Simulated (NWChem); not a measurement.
## Lowest excitation of H3ISi

```xyz
5

Si     1.8336     0.0379     0.0000
I     -0.6149    -0.0127     0.0000
H      2.2927     0.7535     1.2227
H      2.2927     0.7535    -1.2227
H      2.3365    -1.3638     0.0000
```
Charge 0, spin multiplicity 1.

The numbers come from NWChem runs, not from measurements. All single points use one geometry, from PBE0/def2-SVP with def2 effective core potentials on I, a minimum by its harmonic frequencies.

Basis set: def2-SVPD.

```json
[
 {"method": "EOM-CCSD", "lowest vertical singlet excitation energy (eV)": "5.81", "relative cost": "1", "difference from EOM-CCSD": "0.00"},
 {"method": "TD-PBE", "lowest vertical singlet excitation energy (eV)": "5.00", "relative cost": "under 3", "difference from EOM-CCSD": "-0.81"},
 {"method": "TD-B3LYP", "lowest vertical singlet excitation energy (eV)": "5.25", "relative cost": "under 3", "difference from EOM-CCSD": "-0.56"},
 {"method": "TD-BHandHLYP", "lowest vertical singlet excitation energy (eV)": "5.68", "relative cost": "under 3", "difference from EOM-CCSD": "-0.12"},
 {"method": "CIS", "lowest vertical singlet excitation energy (eV)": "6.39", "relative cost": "under 3", "difference from EOM-CCSD": "+0.58"}
]
```

The values span 1.39 eV, from TD-PBE (lowest) to CIS (highest). Relative cost: rough, from shared machines, SCF included, EOM-CCSD = 1.

Effective core potentials replace the inner electrons of I; spin-orbit coupling is left out. The correlated methods keep 9 core orbitals frozen. B3LYP has NWChem's definition, with VWN1-RPA local correlation. The structure started from a generated list of species. Differences from the coupled-cluster row are differences between methods, not errors against experiment.
